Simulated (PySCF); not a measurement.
# TeS2: from structure and modes to constants

Level of theory: PBE0 in PySCF with Te def2-TZVP with ECP28, S def2-TZVP; scalar-relativistic core potentials, no spin–orbit coupling; density-fitted integrals.

The singlet minimum has C2v symmetry. Masses (u): Te 129.90622, S 31.97207.

```xyz
3
charge 0 multiplicity 1, angstrom
Te    0.0000    0.0000   -0.4039
S     1.8475    0.0000    0.8205
S    -1.8475    0.0000    0.8205
```

Harmonic wavenumbers (cm⁻¹): 164.4 (a1, ×1), 477.6 (a1, ×1), 487.0 (b2, ×1).

Q: Find the principal moments of inertia and the rotational constants. What kind of rotor is it?

A: About the centre of mass I = 64.233, 218.26, 282.49 u Å². With B = 16.8576/I this gives 0.2624, 0.07724, 0.05967 cm⁻¹. The molecule is an asymmetric top with κ = -0.83.

Q: What is the harmonic zero-point energy?

A: Half the sum of all 3 wavenumbers, 1129/2 = 565 cm⁻¹, which is 6.8 kJ/mol (1 cm⁻¹ = 0.0119627 kJ/mol).
